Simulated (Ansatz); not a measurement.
Input and output for `FB1OCO1`.

```yaml
crystal:
  periodic: [false, false, false]
  atoms:
    - {symbol: F, position_ang: [-1.528364, -1.762198, 0.233923]}
    - {symbol: B, position_ang: [-0.672308, -0.786210, 0.100006]}
    - {symbol: O, position_ang: [-0.712805, 0.329718, -0.706887]}
    - {symbol: C, position_ang: [0.548765, 0.605979, -0.091005]}
    - {symbol: O, position_ang: [0.536705, -0.569879, 0.724103]}
    - {symbol: H, position_ang: [0.521675, 1.518691, 0.506431]}
    - {symbol: H, position_ang: [1.367533, 0.595899, -0.812271]}
basis:
  gaussian: {orbitals: def2-mTZVP}
total_charge: -1
magnetization: {spin_polarized: false, initial_magnetization: 1}
hamiltonian: {xc: {name: CAM-B3LYP}, dispersion: d3bj}
```

```sh
$ ansatz run in.yaml --threads 2 --pin off --events-out ev --progress --plain --max-ram 4352MiB
```

It prints (some lines left out):

```
Functional definition: CAM-B3LYP
893 factors; their error is unknown
281 factors; integrals over basis functions are off by at most 1.3e-5 eV
mean field evaluation 1: about -8556.1084 eV, gradient 3.1e1 eV
mean field evaluation 2: about -8556.1587 eV, gradient 3.5e1 eV
mean field evaluation 4: about -8558.1290 eV, gradient 1.6e0 eV
mean field evaluation 8: about -8558.1504 eV, gradient 1.3e-1 eV
mean field evaluation 16: about -8558.1428 eV, gradient 5.1e-4 eV
mean field -8558.14279884 eV, -314.5059469400 hartree, gradient 1.0e-5 eV, S^2 0.750000; 6 other end points of the search recorded, 0 dependent functions left out
reference -8558.14292083 eV, -314.5059514228 hartree; 20, 19 occupied and 91, 92 virtual orbitals, 893 factors
Total energy: -8558.21121466 eV, -314.5084611749 hartree
```

It took 5.5 s on 2 threads of an Arm Neoverse V1 on a shared host, with 0.3 GiB of host memory at the peak.
